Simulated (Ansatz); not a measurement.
Kohn–Sham single points on BiCl3 (`[Cl][Bi]([Cl])[Cl]`).

```yaml
crystal:
  periodic: [false, false, false]
  atoms:
    - {symbol: Cl, position_ang: [1.048479, 0.476392, 1.795165]}
    - {symbol: Bi, position_ang: [-0.804625, -0.088843, 0.338597]}
    - {symbol: Cl, position_ang: [0.199116, -2.001995, -0.760173]}
    - {symbol: Cl, position_ang: [-0.387469, 1.554146, -1.393890]}
basis:
  gaussian: {orbitals: def2-TZVPP}
hamiltonian: {xc: {name: BLYP}, dispersion: d4}
output: {orbitals: {seedname: orbitals}}
```

```sh
$ ansatz run in.yaml --threads 2 --pin off --events-out ev --progress --plain
```

Output, abridged:

```
Functional definition: BLYP
1242 factors; their error is unknown
mean field evaluation 1: about -43409.6798 eV, gradient 3.3e1 eV
mean field evaluation 2: about -43395.9647 eV, gradient 8.0e1 eV
mean field evaluation 4: about -43412.6349 eV, gradient 3.2e0 eV
mean field evaluation 8: about -43412.6576 eV, gradient 4.3e-2 eV
mean field evaluation 16: about -43412.6256 eV, gradient 6.1e-5 eV
mean field -43412.62561542 eV, -1595.3845652323 hartree, gradient 6.1e-5 eV, S^2 0.000000; 0 other end points of the search recorded, 0 dependent functions left out
reference -43412.62596497 eV, -1595.3845780777 hartree; 37, 37 occupied and 139, 139 virtual orbitals, 1242 factors
Total energy: -43413.00659656 eV, -1595.3985660310 hartree
```

Run time 4 s (2 threads of a server CPU on a shared host); peak host memory 0.24 GiB.

Changing it to `hamiltonian: {xc: {name: PBE-QIDH}}` (abridged; 11 s):

```
Functional definition: PBE-QIDH
mean field evaluation 16: about -43378.0223 eV, gradient 3.9e-5 eV
mean field -43378.02228438 eV, -1594.1129162715 hartree, gradient 8.7e-6 eV, S^2 0.000000
19 core orbitals not correlated: weight in the atoms' cores, before any rotation towards them, 1.000 or more for the frozen orbitals, at most 0.000 for the correlated occupied ones
second order -30.34797364 eV of doubles, -0.00000000 eV of singles
Total energy: -43388.13828737 eV, -1594.4846725246 hartree
```

The same input with `hamiltonian: {xc: {name: LC-wPBE}, dispersion: d4}` (abridged; 5 s):

```
WARN the engine holds no damping parameters fitted to this dispersion correction and functional, so the run takes those fitted to pbe0 (hamiltonian.dispersion, under Limitations)
Functional definition: LC-wPBE
mean field evaluation 16: about -43403.7883 eV, gradient 5.7e-5 eV
mean field -43403.78834584 eV, -1595.0598015653 hartree, gradient 5.7e-5 eV, S^2 0.000000
Total energy: -43403.94771245 eV, -1595.0656581803 hartree
```

With the line `hamiltonian: {xc: pbe0, dispersion: d4}` (abridged; 6.5 s):

```
Functional definition: PBE0
mean field evaluation 16: about -43401.1529 eV, gradient 4.8e-5 eV
mean field -43401.15293120 eV, -1594.9629518635 hartree, gradient 4.8e-5 eV, S^2 0.000000
Total energy: -43401.31232666 eV, -1594.9688095388 hartree
```

The same input with `hamiltonian: {xc: {name: wB97X-V}}` (abridged; 15 s):

```
Functional definition: wB97X-V
mean field evaluation 16: about -43406.9554 eV, gradient 1.5e-5 eV
mean field -43406.95541816 eV, -1595.1761893261 hartree, gradient 1.5e-5 eV, S^2 0.000000
Total energy: -43406.95541642 eV, -1595.1761892624 hartree
```

Changing it to `hamiltonian: {xc: pbe, dispersion: d4}` and forces (abridged; 4.4 s):

```
Functional definition: PBE
mean field evaluation 16: about -43399.0789 eV, gradient 2.5e-5 eV
mean field -43399.07890962 eV, -1594.8867329765 hartree, gradient 2.5e-5 eV, S^2 0.000000
Total energy: -43399.26316915 eV, -1594.8935043890 hartree
Atom 0 force     0.272836     0.089638     0.250465 eV/Å
Atom 1 force    -0.445180    -0.040130     0.186878 eV/Å
Atom 2 force     0.134072    -0.315147    -0.166922 eV/Å
Atom 3 force     0.038272     0.265639    -0.270421 eV/Å
Dipole moment:    -0.704528    -0.063501     0.295791 e Å
```

LC-ωPBE has ω = 0.4 bohr⁻¹; the program lends it PBE0's D4 damping.
